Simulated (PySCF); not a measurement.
**Multinuclear NMR of C3H12N2Si2**

Geometry:
```
atom   x (Å)   y (Å)   z (Å)
  C1  -3.086   0.163   1.192
  C2  -2.493  -0.183  -0.133
  N3  -1.349   0.080  -0.558
 Si4   0.033   0.913   0.037
  N5   1.365  -0.143  -0.320
  C6   1.367  -0.780  -1.624
 Si7   2.882  -0.127   0.509
  H8  -2.371   0.700   1.807
  H9  -3.399  -0.749   1.699
 H10  -3.973   0.776   1.039
 H11  -3.163  -0.731  -0.802
 H12   0.039   2.150  -0.754
 H13   0.149   1.206   1.466
 H14   1.827  -0.139  -2.382
 H15   1.930  -1.713  -1.585
 H16   0.347  -0.998  -1.930
 H17   3.391  -1.503   0.490
 H18   2.633   0.338   1.868
 H19   3.860   0.750  -0.154
```

[PySCF 2.14: NMR shieldings at PBE0/pcSseg-1/GIAO; geometry from GFN2-xTB; no solvent; relativity neglected; one conformer; rapidly exchanging positions averaged]

Q: Where does $^{29}$Si resonate?

A: 
```tsv
atoms	environment	σ (ppm)	δ (ppm)
Si4	silicon bonded to 2 N, 2 H	397.9	-47.1
Si7	silicon bonded to N, 3 H	399.7	-48.6
```

Shieldings were converted by a linear fit to measured shifts: $^{29}$Si: δ = 279.94 − 0.822σ (rms 8.9 ppm, 72 shifts, 25.8 ppm with the 6 outliers that the fit left out vs TMS, solution or neat liquid). A few per cent of atoms miss by over 2 rms, more outside the fitted compound classes.

On a 300 MHz spectrometer $^{29}$Si resonates near 59.6 MHz, so 1 ppm is 59.6 Hz.

Q: Predict the $^{15}$N NMR data.

A: 
```
atoms                 environment  σ (ppm)  δ (ppm)
   N3              imine nitrogen   -110.3    -46.5
   N5  nitrogen bonded to C, 2 Si    255.5   -383.5
```

Shieldings were converted by a linear fit to measured shifts: $^{15}$N: δ = -148.07 − 0.921σ (rms 6.3 ppm, 71 shifts vs CH3NO2, solution or neat liquid). A few per cent of atoms miss by over 2 rms, more outside the fitted compound classes.

On a 600 MHz spectrometer $^{15}$N resonates near 60.8 MHz, so 1 ppm is 60.8 Hz.
